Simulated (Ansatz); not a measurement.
C2H4BrN, SMILES `C/N=C\Br` at its PBE0-D4/def2-TZVP geometry, where that method's forces vanish. Charge 0, multiplicity 1.

```xyz
8

C    -0.4079    0.4202    0.9067
N    -0.2631   -0.7482    0.0902
C     0.3479   -0.7910   -0.9829
Br    1.2704    0.6797   -1.8595
H    -1.4736    0.6208    1.0393
H     0.0827    1.3051    0.4900
H     0.0029    0.2054    1.8959
H     0.4407   -1.6920   -1.5798
```

What forces (eV/Å) does ωB97M-V/def2-TZVPP give on these atoms in Ansatz 0.2.0? (Estimate.)

The calculation gave: 
```
C1  -0.024  0.346  0.206
N2   0.001 -0.297 -0.142
C3   0.021 -0.085 -0.080
Br4 -0.004  0.024  0.020
H5   0.105 -0.015 -0.022
H6  -0.053 -0.069  0.057
H7  -0.031  0.023 -0.101
H8  -0.016  0.073  0.062
```
